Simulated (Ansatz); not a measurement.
## Molecular dynamics of BF2H2N

input.yaml

```yaml
crystal:
  periodic: [false, false, false]
  atoms:
    - { symbol: B, position_ang: [-0.069235, -1.4e-05, -0.040004] }
    - { symbol: F, position_ang: [0.002352, -0.450411, 1.22624] }
    - { symbol: F, position_ang: [1.063185, 0.450374, -0.611068] }
    - { symbol: "N", position_ang: [-1.282458, 2.1e-05, -0.740441] }
    - { symbol: H, position_ang: [-2.150498, -0.333451, -0.334654] }
    - { symbol: H, position_ang: [-1.365146, 0.333481, -1.695073] }
basis:
  gaussian: { orbitals: def2-mTZVP }
hamiltonian:
  xc: pbe
  dispersion: d4
md:
  timestep: 0.25
  n_steps: 500
  ensemble: nve
  temperature: 2000.0
  initial_velocities: maxwell_boltzmann
  seed: 112421
```

Run as:

```bash
$ ansatz run input.yaml --threads 2 --pin off --max-ram 3072MiB --backend cpu --events-out ev --progress --plain --runs-dir out
```

It starts from a relaxed structure.

Output, in part (step lines, the closing report, with atoms numbered from 0):

```
md step     0: t =     0.00 fs  T =  2000.0 K  F+E_penalty+E_count = -7632.29584492 eV  E_kin = 1.034080 eV  conserved = -7631.26176493 eV  (26 SCF iters)
[... lines left out ...]
Total energy: -7631.61942510 eV, -280.4568409750 hartree
Atom 0 at     0.035223     0.092562     0.010173 Å, force    -2.101336    -1.773289    -0.028660 eV/Å
Atom 1 at    -0.181413    -0.516456     1.281991 Å, force     1.899050     1.361596    -1.373971 eV/Å
Atom 2 at     1.085091     0.457381    -0.729457 Å, force     1.210592     0.270247     1.361363 eV/Å
Atom 3 at    -1.165787     0.028574    -0.704259 Å, force    -0.307629    -0.202784     1.116907 eV/Å
Atom 4 at    -1.866752    -0.525395    -0.231791 Å, force    -0.649764     0.115072    -0.222724 eV/Å
Atom 5 at    -1.339707     0.248578    -1.658243 Å, force    -0.050914     0.229158    -0.852914 eV/Å
Dipole moment:    -0.318249     0.000653    -0.276425 e Å
```

The steps, from the saved trajectory:

```json
{"time (fs)": "0", "T (K)": "2000", "potential energy less start (eV)": "0.000", "conserved less start (meV/atom)": "0.00"}
{"time (fs)": "4", "T (K)": "1624", "potential energy less start (eV)": "0.194", "conserved less start (meV/atom)": "0.01"}
{"time (fs)": "8", "T (K)": "863", "potential energy less start (eV)": "0.588", "conserved less start (meV/atom)": "0.05"}
{"time (fs)": "12", "T (K)": "383", "potential energy less start (eV)": "0.837", "conserved less start (meV/atom)": "0.07"}
{"time (fs)": "16", "T (K)": "391", "potential energy less start (eV)": "0.832", "conserved less start (meV/atom)": "0.08"}
{"time (fs)": "20", "T (K)": "721", "potential energy less start (eV)": "0.662", "conserved less start (meV/atom)": "0.06"}
{"time (fs)": "24", "T (K)": "967", "potential energy less start (eV)": "0.534", "conserved less start (meV/atom)": "0.05"}
{"time (fs)": "28", "T (K)": "1208", "potential energy less start (eV)": "0.409", "conserved less start (meV/atom)": "0.02"}
{"time (fs)": "32", "T (K)": "1469", "potential energy less start (eV)": "0.275", "conserved less start (meV/atom)": "0.01"}
{"time (fs)": "36", "T (K)": "1479", "potential energy less start (eV)": "0.270", "conserved less start (meV/atom)": "0.04"}
{"time (fs)": "40", "T (K)": "1180", "potential energy less start (eV)": "0.424", "conserved less start (meV/atom)": "0.07"}
{"time (fs)": "44", "T (K)": "779", "potential energy less start (eV)": "0.632", "conserved less start (meV/atom)": "0.08"}
{"time (fs)": "48", "T (K)": "727", "potential energy less start (eV)": "0.658", "conserved less start (meV/atom)": "0.07"}
{"time (fs)": "52", "T (K)": "869", "potential energy less start (eV)": "0.585", "conserved less start (meV/atom)": "0.04"}
{"time (fs)": "56", "T (K)": "855", "potential energy less start (eV)": "0.592", "conserved less start (meV/atom)": "0.02"}
{"time (fs)": "60", "T (K)": "727", "potential energy less start (eV)": "0.658", "conserved less start (meV/atom)": "0.03"}
{"time (fs)": "64", "T (K)": "779", "potential energy less start (eV)": "0.631", "conserved less start (meV/atom)": "0.05"}
{"time (fs)": "68", "T (K)": "1137", "potential energy less start (eV)": "0.446", "conserved less start (meV/atom)": "0.06"}
{"time (fs)": "72", "T (K)": "1407", "potential energy less start (eV)": "0.307", "conserved less start (meV/atom)": "0.06"}
{"time (fs)": "76", "T (K)": "1478", "potential energy less start (eV)": "0.270", "conserved less start (meV/atom)": "0.05"}
{"time (fs)": "80", "T (K)": "1221", "potential energy less start (eV)": "0.403", "conserved less start (meV/atom)": "0.04"}
{"time (fs)": "84", "T (K)": "738", "potential energy less start (eV)": "0.653", "conserved less start (meV/atom)": "0.03"}
{"time (fs)": "88", "T (K)": "457", "potential energy less start (eV)": "0.798", "conserved less start (meV/atom)": "0.03"}
{"time (fs)": "92", "T (K)": "544", "potential energy less start (eV)": "0.753", "conserved less start (meV/atom)": "0.05"}
{"time (fs)": "96", "T (K)": "949", "potential energy less start (eV)": "0.544", "conserved less start (meV/atom)": "0.06"}
{"time (fs)": "100", "T (K)": "1346", "potential energy less start (eV)": "0.339", "conserved less start (meV/atom)": "0.06"}
{"time (fs)": "104", "T (K)": "1542", "potential energy less start (eV)": "0.237", "conserved less start (meV/atom)": "0.05"}
{"time (fs)": "108", "T (K)": "1375", "potential energy less start (eV)": "0.323", "conserved less start (meV/atom)": "0.05"}
{"time (fs)": "112", "T (K)": "1019", "potential energy less start (eV)": "0.507", "conserved less start (meV/atom)": "0.04"}
{"time (fs)": "116", "T (K)": "767", "potential energy less start (eV)": "0.638", "conserved less start (meV/atom)": "0.03"}
{"time (fs)": "120", "T (K)": "592", "potential energy less start (eV)": "0.728", "conserved less start (meV/atom)": "0.04"}
{"time (fs)": "124", "T (K)": "595", "potential energy less start (eV)": "0.727", "conserved less start (meV/atom)": "0.06"}
```

The run went to its last step. The conserved energy stayed within 0.093 meV per atom of its start (net change 0.033 meV per atom), so the integration is sound. Over the second half the temperature averaged 0.50 of the 2000 K drawn at the start: a run that starts near a minimum puts about half its kinetic energy into the potential. A run of 0.12 ps of so small a system gives no equilibrium averages.

The same pairs are bonded in the first frame and the last. Pairs count as bonded within 1.25 times the sum of covalent radii (0.12 Å more for H–H).

Last frame:

```xyz
6
Properties=species:S:1:pos:R:3
B 0.035 0.093 0.010
F -0.181 -0.516 1.282
F 1.085 0.457 -0.730
N -1.166 0.029 -0.704
H -1.867 -0.525 -0.232
H -1.340 0.249 -1.658
```

Time of the run: 5 min on 2 threads of Intel(R) Xeon(R) Platinum 8488C (Sapphire Rapids) (shared host), peak memory 0.15 GiB.
